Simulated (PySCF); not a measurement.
Point-charge models of `C[Si@@H]1[SiH2][Si@@H](C)[Si]1(N)P` against its computed dipole.

Coordinates (GFN2-xTB, Å) and charges (e) from the PBE0/pcSseg-1 density (PySCF):

```csv
atom,x,y,z,Mulliken,IAO,Hirshfeld,ESP-fitted
C1,-2.770,-0.998,-1.449,-0.5905,-0.6883,-0.2146,-0.4638
Si2,-1.741,-0.466,0.067,+0.1694,+0.3324,+0.1804,+0.2708
Si3,-1.206,1.837,0.002,+0.1052,+0.1309,+0.1310,-0.0182
Si4,1.084,1.342,-0.329,+0.1768,+0.3270,+0.1788,+0.1804
C5,2.211,1.929,1.092,-0.5811,-0.6848,-0.2109,-0.2207
Si6,0.574,-0.997,-0.188,+0.2607,+0.4380,+0.1827,+0.4920
N7,1.181,-1.551,1.349,-0.6198,-0.8256,-0.3200,-1.0316
P8,1.110,-2.463,-1.848,-0.1780,-0.1218,-0.0467,-0.3778
H9,-2.330,-0.608,-2.363,+0.1375,+0.1491,+0.0354,+0.0781
H10,-3.791,-0.632,-1.399,+0.1460,+0.1577,+0.0420,+0.1272
H11,-2.814,-2.080,-1.546,+0.1445,+0.1552,+0.0400,+0.1359
H12,-2.492,-0.987,1.225,-0.0155,-0.0893,-0.0766,-0.0986
H13,-1.851,2.628,-1.059,-0.0230,-0.0824,-0.0777,-0.0391
H14,-1.516,2.623,1.204,-0.0251,-0.0812,-0.0770,-0.0423
H15,1.740,1.850,-1.554,-0.0251,-0.0954,-0.0830,-0.1248
H16,3.238,1.598,0.965,+0.1385,+0.1533,+0.0406,+0.0611
H17,1.852,1.529,2.035,+0.1436,+0.1577,+0.0382,+0.0351
H18,2.224,3.011,1.175,+0.1452,+0.1581,+0.0426,+0.0774
H19,0.844,-2.432,1.705,+0.1966,+0.2607,+0.1126,+0.3706
H20,2.174,-1.500,1.515,+0.1936,+0.2571,+0.1113,+0.4038
H21,0.164,-1.950,-2.714,+0.0439,-0.0070,-0.0141,+0.0875
H22,2.103,-1.667,-2.391,+0.0566,-0.0015,-0.0150,+0.0969
```

**Question.** Form Σ q r in debye for every column and set it beside the full dipole.

**Answer.** The full density gives (0.74, -0.16, 0.40) D, 0.85 D in size; dipole vectors point from the negative to the positive end.

```
    scheme     μx     μy     μz  size (D)  share of the full size (%)  angle to the full dipole (°)
  Mulliken  -0.55   1.23  -0.72      1.53                         179                           133
       IAO   0.08  -0.18  -0.38      0.43                          50                           100
 Hirshfeld   0.37  -0.57   0.37      0.78                          91                            39
ESP-fitted   0.72  -0.25   0.44      0.88                         103                             7
```

**Question.** Which set comes closest?

**Answer.** Length of the difference vector: ESP-fitted 0.11 D, Hirshfeld 0.55 D, IAO 1.02 D, Mulliken 2.20 D. Closest: ESP-fitted. 

**Question.** What is left for the Hirshfeld atoms' own dipoles?

**Answer.** The Hirshfeld atoms' densities add up to the full density, so μ = Σ q r + Σ (atomic dipoles). The atomic dipoles sum to (0.74, -0.16, 0.40) − (0.37, -0.57, 0.37) = (0.37, 0.41, 0.03) D, 0.55 D in size.

**Question.** With the origin at the mean of the coordinates, (0.000, 0.001, -0.205) Å, which are the largest single terms, by size, of the Mulliken dipole along the direction of the full one?

**Answer.** C1 +7.93, C5 -6.05, N7 -6.04, H20 +2.75, H10 -2.61 D; all 22 atoms together -1.03 D. The single terms depend on the origin, their sum doesn't.

**Question.** Give the size of the full dipole in other units.

**Answer.** 0.85 D = 0.336 au = 0.178 e·Å = 2.85 × 10⁻³⁰ C·m.

One conformer (not necessarily the lowest) at the GFN2-xTB geometry, without solvent, vibrations or thermal averaging.

Shape of the structure used: `[CH3:1][Si@@H:2]1[SiH2:3][Si@@H:4]([CH3:5])[Si:6]1([NH2:7])[PH2:8]`: H–N7–Si6–Si4 163°, H–N7–Si6–Si4 -63°, H–P8–Si6–Si4 -70°, H–P8–Si6–Si4 22°.
